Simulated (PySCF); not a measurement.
Computed with TPSSh-D3(BJ)/def2-TZVP // CAM-B3LYP-D3(BJ)/def2-TZVP (PySCF). Isolated molecules, 0 K electronic values unless said otherwise. One relaxed conformer stands for a flexible species; it need not be the lowest. Excitations are Tamm–Dancoff values on a coarser integration grid. The basis has no diffuse functions, so Rydberg states are missing or too high.

Reference species (SMILES): `B/C=C/C=C/C` (neutral, multiplicity 1).

```json
{
  "HOMO": "-6.47 eV",
  "brightest of the four lowest singlets (TDA)": "4.94 eV"
}
```

Changed species: `BC(=C)/C=C\C`.

Question: Give the shifts of the HOMO and brightest of the four lowest singlets (TDA).

Answer: the HOMO goes up by 0.23 eV, to -6.24 eV; the brightest of the four lowest singlets (TDA) rises by 1.05 eV, to 5.99 eV.
